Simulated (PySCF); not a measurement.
C4H9NS, SMILES C/N=C(\C)SC.

Geometry: B3LYP-D3(BJ)/def2-SVP. The structure was generated by enumeration; whether it is a known compound was not checked.

All values below come from TDA-M06-2X/def2-SVPD (PySCF 2.14.0).

Vertical excitations. Gas-phase values at a fixed geometry. State labels are in the subgroup Cs.

| state | symmetry | energy (eV) | λ (nm) | f | main pairs |
|---|---|---|---|---|---|
| S1 | A" | 5.13 | 242 | 0.001 | HOMO−1→LUMO+1 93 % |
| S2 | A" | 5.62 | 220 | 0.000 | HOMO→LUMO+2 61 %, HOMO→LUMO+8 17 %, HOMO→LUMO+6 10 % |
| S3 | A' | 6.00 | 207 | 0.235 | HOMO→LUMO+1 89 % |
| S4 | A" | 6.23 | 199 | 0.039 | HOMO→LUMO 74 %, HOMO→LUMO+2 12 % |
| S5 | A" | 6.70 | 185 | 0.002 | HOMO→LUMO+3 85 % |
| S6 | A' | 7.00 | 177 | 0.006 | HOMO−1→LUMO 91 % |
| S7 | A" | 7.18 | 173 | 0.000 | HOMO→LUMO+6 34 %, HOMO→LUMO+8 20 %, HOMO→LUMO+2 18 %, HOMO→LUMO 8 % |
| S8 | A' | 7.28 | 170 | 0.036 | HOMO→LUMO+4 69 %, HOMO−1→LUMO+2 21 % |
| S9 | A' | 7.44 | 167 | 0.080 | HOMO−1→LUMO+2 53 %, HOMO→LUMO+4 27 % |
| S10 | A" | 7.58 | 164 | 0.002 | HOMO→LUMO+5 75 % |
| T1 | A' | 4.43 | 280 | 0 | HOMO→LUMO+1 86 % |
| T2 | A" | 4.53 | 274 | 0 | HOMO−1→LUMO+1 93 % |
| T3 | A" | 5.31 | 234 | 0 | HOMO→LUMO+2 52 %, HOMO→LUMO+8 22 %, HOMO→LUMO+6 12 % |
| T4 | A" | 6.20 | 200 | 0 | HOMO→LUMO 69 %, HOMO→LUMO+2 15 % |
Triplets are in the Tamm–Dancoff approximation.
